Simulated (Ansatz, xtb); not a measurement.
**C6H10Si: which of two isomers lies lower**

Structure X is `CCC1=CC=C[SiH2]1`, a singlet and structure Y is `C=C[C@@H]1C=CC[SiH2]1`, a singlet. Both are isolated molecules in the gas phase, relaxed with r2SCAN-D4/def2-SVP; each stands in its lowest conformer found.

Quicker runs give these differences E(Y) − E(X): GFN2-xTB +2.8 kcal/mol; HF/STO-3G +4.0 kcal/mol (at GFN2-xTB geometries); r2SCAN-D4/def2-SVP//GFN2-xTB +4.3 kcal/mol.

Estimate E(Y) − E(X) at the level CCSD(T)/def2-SVP + ΔMP2/def2-TZVPP.

Calculated at CCSD(T)/def2-SVP + ΔMP2/def2-TZVPP: E(Y) − E(X) = +2.9 kcal/mol, so structure X lies lower.

Level by level:

| level | geometry | E(Y) − E(X) (kcal/mol) | departure from the last row (kcal/mol) | job, with rough time for the two |
| --- | --- | --- | --- | --- |
| GFN2-xTB | GFN2-xTB | +2.8 | −0.1 | optimisation, 0.14 s |
| HF/STO-3G | GFN2-xTB | +4.0 | +1.1 | single point, 0.32 s |
| r2SCAN-D4/def2-SVP//GFN2-xTB | GFN2-xTB | +4.3 | +1.4 | single point, 3.7 s |
| r2SCAN-D4/def2-SVP | r2SCAN-D4/def2-SVP | +4.7 | +1.8 | optimisation, 59 s |
| HF/def2-SVP | r2SCAN-D4/def2-SVP | +4.1 | +1.2 | part of the CCSD(T) run |
| MP2/def2-SVP | r2SCAN-D4/def2-SVP | +4.0 | +1.1 | part of the CCSD(T) run |
| CCSD(T)/def2-SVP | r2SCAN-D4/def2-SVP | +3.8 | +0.9 | single point |
| CCSD(T)/def2-SVP + ΔMP2/def2-TZVPP | r2SCAN-D4/def2-SVP | +2.9 |  | single point, 67 s |

As drawn, both hold the same kinds of bond in the same numbers. Structure X has 1 methyl group, Y 0.

The levels shown agree on the order. The largest departure from CCSD(T)/def2-SVP + ΔMP2/def2-TZVPP is that of r2SCAN-D4/def2-SVP, 1.8 kcal/mol. The last row adds to CCSD(T) the change of the MP2 difference between the two basis sets, here −0.9 kcal/mol.

With thermal terms from frequencies at re-optimised GFN2-xTB minima (ideal gas, soft modes damped towards free rotors, one conformer each, 298.15 K, 1 atm): on the last row, ΔE + ΔZPE = +2.3, ΔH = +2.2, ΔG = +2.3 kcal/mol.

The correlated steps freeze 11 core orbitals. Mirror images aren't counted in ΔG. Run with Ansatz 0.2.0, xtb 6.7.1; the last row on 4 threads of Arm Neoverse V2 on a shared host.
